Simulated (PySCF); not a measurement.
A geometry optimisation, step by step.

C₄H₄N₂Si.
SMILES with atom numbers: `[N:1]#[C:2][C:3]#[C:4]/[CH:5]=[N:6]/[SiH3:7]` (hydrogens: H8 on C5; H9, H10, H11 on Si7)

Method: PySCF 2.14.0, PBE0-D3(BJ)/def2-SVP geometry optimisation, gas phase; density fitting, grid level 1; the optimiser is geomeTRIC in internal coordinates, started from a GFN2-xTB structure with every atom displaced at random (about 0.01 Å). The frame can shift and turn from step to step; on so coarse a grid that alone can change the energy by a few meV, and forces under 0.02 eV/Å are noise.

Step 0: E = -15047.7373 eV, largest atomic force 6.748 eV/Å
```
atom  x, y, z in Å  |  force x, y, z in eV/Å
N1      4.802    1.542   -0.157   -0.359  -0.104   0.029
C2      3.726    1.104   -0.080    0.576   0.198  -0.066
C3      2.469    0.559    0.012    5.830   2.593  -0.452
C4      1.420    0.068    0.112   -6.211  -2.607   0.397
C5      0.104   -0.524    0.218    0.515   0.486  -0.007
N6     -0.932    0.096   -0.142    1.141   0.198  -0.052
Si7    -2.594   -0.298   -0.151   -0.452   0.169   0.382
H8      0.133   -1.524    0.654   -0.200  -0.638   0.202
H9     -3.178    0.769    0.691   -0.339   0.095   0.020
H10    -2.964   -1.621    0.386   -0.078  -0.437   0.155
H11    -2.949   -0.198   -1.559   -0.423   0.048  -0.607
```

Step 1: E = -15047.9885 eV, largest atomic force 1.250 eV/Å
```
atom  x, y, z in Å  |  force x, y, z in eV/Å
N1      4.985    1.496   -0.155    0.446   0.168  -0.042
C2      3.979    0.932   -0.040   -0.264  -0.070   0.029
C3      2.771    0.303    0.093   -1.118  -0.549   0.110
C4      1.663   -0.218    0.197    1.129   0.484  -0.071
C5      0.361   -0.805    0.313   -0.213  -0.154  -0.005
N6     -0.657   -0.163   -0.082   -0.044   0.179  -0.032
Si7    -2.353   -0.598   -0.084   -0.098  -0.144  -0.047
H8      0.339   -1.828    0.754   -0.003   0.103  -0.033
H9     -3.100    0.411    0.718    0.088   0.011   0.050
H10    -2.600   -1.972    0.466   -0.003   0.006   0.004
H11    -2.833   -0.523   -1.496    0.079  -0.033   0.037
```

Step 2: E = -15047.9982 eV, largest atomic force 0.626 eV/Å
```
atom  x, y, z in Å  |  force x, y, z in eV/Å
N1      5.088    1.375   -0.087   -0.027  -0.061   0.010
C2      4.037    0.883   -0.006    0.055   0.048   0.006
C3      2.786    0.326    0.088   -0.195  -0.108   0.023
C4      1.660   -0.138    0.160   -0.056   0.385  -0.193
C5      0.331   -0.681    0.245   -0.205  -0.532   0.258
N6     -0.721   -0.086   -0.131    0.358   0.410  -0.141
Si7    -2.379   -0.641   -0.071   -0.062  -0.058  -0.001
H8      0.311   -1.698    0.693    0.077  -0.065   0.016
H9     -3.142    0.334    0.756    0.019  -0.001   0.019
H10    -2.514   -2.020    0.506    0.020   0.002   0.003
H11    -2.898   -0.619   -1.467    0.016  -0.019   0.000
```

Step 3: E = -15048.0158 eV, largest atomic force 0.610 eV/Å
```
atom  x, y, z in Å  |  force x, y, z in eV/Å
N1      5.077    1.356   -0.085   -0.322  -0.165   0.031
C2      4.012    0.888   -0.008    0.216   0.117  -0.020
C3      2.752    0.342    0.081    0.566   0.227  -0.032
C4      1.635   -0.125    0.154   -0.490  -0.212   0.017
C5      0.321   -0.704    0.253    0.133  -0.005   0.063
N6     -0.707   -0.075   -0.134    0.067   0.121  -0.071
Si7    -2.363   -0.636   -0.074   -0.114  -0.022   0.045
H8      0.305   -1.722    0.697    0.011  -0.039   0.000
H9     -3.109    0.344    0.763   -0.044  -0.013  -0.006
H10    -2.492   -2.013    0.508    0.019  -0.001  -0.002
H11    -2.873   -0.621   -1.471   -0.041  -0.007  -0.025
```

Step 4: E = -15048.0204 eV, largest atomic force 0.158 eV/Å
```
atom  x, y, z in Å  |  force x, y, z in eV/Å
N1      5.094    1.324   -0.078   -0.016  -0.020   0.008
C2      4.023    0.877   -0.006   -0.002   0.013  -0.005
C3      2.757    0.350    0.080    0.149   0.048  -0.004
C4      1.631   -0.106    0.152   -0.151  -0.040   0.023
C5      0.317   -0.681    0.255    0.046  -0.054  -0.043
N6     -0.713   -0.053   -0.133    0.038   0.084  -0.014
Si7    -2.367   -0.638   -0.073   -0.052  -0.030   0.024
H8      0.304   -1.705    0.686   -0.004   0.004   0.022
H9     -3.138    0.321    0.765   -0.013  -0.006  -0.010
H10    -2.464   -2.019    0.506    0.014  -0.001   0.001
H11    -2.884   -0.634   -1.469   -0.010   0.003  -0.001
```

Step 5: E = -15048.0216 eV, largest atomic force 0.148 eV/Å
```
atom  x, y, z in Å  |  force x, y, z in eV/Å
N1      5.119    1.276   -0.036    0.137   0.056  -0.005
C2      4.035    0.860    0.013   -0.110  -0.041   0.004
C3      2.758    0.362    0.075   -0.123  -0.059   0.013
C4      1.623   -0.080    0.129    0.095   0.037  -0.050
C5      0.308   -0.652    0.219   -0.032   0.013   0.102
N6     -0.725   -0.024   -0.163    0.009   0.012  -0.020
Si7    -2.370   -0.644   -0.068    0.008  -0.029  -0.014
H8      0.295   -1.670    0.667   -0.002  -0.004  -0.036
H9     -3.157    0.299    0.774    0.009   0.005  -0.008
H10    -2.413   -2.021    0.527    0.007   0.001   0.003
H11    -2.917   -0.672   -1.454    0.003   0.011   0.010
```

Step 6: E = -15048.0222 eV, largest atomic force 0.036 eV/Å
```
atom  x, y, z in Å  |  force x, y, z in eV/Å
N1      5.126    1.257   -0.041    0.015   0.014   0.000
C2      4.038    0.852    0.011   -0.016  -0.009  -0.001
C3      2.756    0.364    0.076   -0.019  -0.016   0.006
C4      1.619   -0.069    0.134    0.015   0.020   0.007
C5      0.302   -0.636    0.231    0.004  -0.026  -0.025
N6     -0.730   -0.008   -0.153   -0.003   0.009   0.004
Si7    -2.369   -0.648   -0.070    0.004  -0.006   0.004
H8      0.288   -1.660    0.663   -0.002   0.004   0.009
H9     -3.169    0.282    0.774   -0.004   0.003  -0.004
H10    -2.394   -2.028    0.517    0.004   0.001  -0.001
H11    -2.909   -0.673   -1.458   -0.001   0.006   0.001
```

Step 7: E = -15048.0223 eV, largest atomic force under 0.02 eV/Å
```
atom  x, y, z in Å  |  force x, y, z in eV/Å
N1      5.120    1.272   -0.041   -0.006   0.001   0.002
C2      4.035    0.857    0.012    0.004   0.001  -0.001
C3      2.756    0.360    0.078    0.000  -0.006   0.004
C4      1.621   -0.077    0.136    0.002   0.002   0.001
C5      0.304   -0.645    0.231    0.002  -0.005  -0.005
N6     -0.726   -0.015   -0.154    0.001   0.008   0.000
Si7    -2.368   -0.646   -0.071   -0.002  -0.006   0.002
H8      0.289   -1.669    0.665   -0.001   0.001   0.001
H9     -3.164    0.291    0.770   -0.001   0.000  -0.002
H10    -2.402   -2.025    0.518    0.002   0.000  -0.001
H11    -2.907   -0.668   -1.459   -0.001   0.003   0.000
```

Problem. Summarise the path.

Solution. The energy falls by 27.50 kJ/mol from step 0 to step 7; nine tenths of that is first reached at step 2. It falls at every step. The largest force goes from 6.748 to under 0.02 eV/Å. Among the bonds C3≡C4 changes most, from 1.163 to 1.218 Å; the atoms move by 0.182 Å rms after alignment.

Problem. Follow the three bonds and two angles with the largest change from start to end.

Solution. 
```json
{"step": "0", "E above end (kJ/mol)": "27.50", "largest force (eV/Å)": "6.748", "C3≡C4 (Å)": "1.163", "N6–Si7 (Å)": "1.708", "Si7–H11 (Å)": "1.455", "C5–N6–Si7 (°)": "133.5", "N6–Si7–H9 (°)": "102.4"}
{"step": "1", "E above end (kJ/mol)": "3.27", "largest force (eV/Å)": "1.250", "C3≡C4 (Å)": "1.229", "N6–Si7 (Å)": "1.751", "Si7–H11 (Å)": "1.493", "C5–N6–Si7 (°)": "130.8", "N6–Si7–H9 (°)": "108.5"}
{"step": "2", "E above end (kJ/mol)": "2.33", "largest force (eV/Å)": "0.626", "C3≡C4 (Å)": "1.220", "N6–Si7 (Å)": "1.750", "Si7–H11 (Å)": "1.490", "C5–N6–Si7 (°)": "128.9", "N6–Si7–H9 (°)": "107.3"}
{"step": "3", "E above end (kJ/mol)": "0.63", "largest force (eV/Å)": "0.610", "C3≡C4 (Å)": "1.213", "N6–Si7 (Å)": "1.750", "Si7–H11 (Å)": "1.487", "C5–N6–Si7 (°)": "126.8", "N6–Si7–H9 (°)": "106.4"}
{"step": "4", "E above end (kJ/mol)": "0.19", "largest force (eV/Å)": "0.158", "C3≡C4 (Å)": "1.217", "N6–Si7 (Å)": "1.755", "Si7–H11 (Å)": "1.489", "C5–N6–Si7 (°)": "126.2", "N6–Si7–H9 (°)": "107.0"}
{"step": "5", "E above end (kJ/mol)": "0.07", "largest force (eV/Å)": "0.148", "C3≡C4 (Å)": "1.219", "N6–Si7 (Å)": "1.761", "Si7–H11 (Å)": "1.490", "C5–N6–Si7 (°)": "124.8", "N6–Si7–H9 (°)": "107.5"}
{"step": "6", "E above end (kJ/mol)": "0.01", "largest force (eV/Å)": "0.036", "C3≡C4 (Å)": "1.218", "N6–Si7 (Å)": "1.761", "Si7–H11 (Å)": "1.489", "C5–N6–Si7 (°)": "124.3", "N6–Si7–H9 (°)": "107.4"}
{"step": "7", "E above end (kJ/mol)": "0.00", "largest force (eV/Å)": "under 0.02", "C3≡C4 (Å)": "1.218", "N6–Si7 (Å)": "1.760", "Si7–H11 (Å)": "1.489", "C5–N6–Si7 (°)": "124.5", "N6–Si7–H9 (°)": "107.4"}
```

The cost below is that of the whole optimisation. The run took 50 s on one thread, Arm Neoverse V1 (aarch64), shared host with 32 logical CPUs at a one-minute load of 18, and the process peaked at 0.48 GiB of memory.
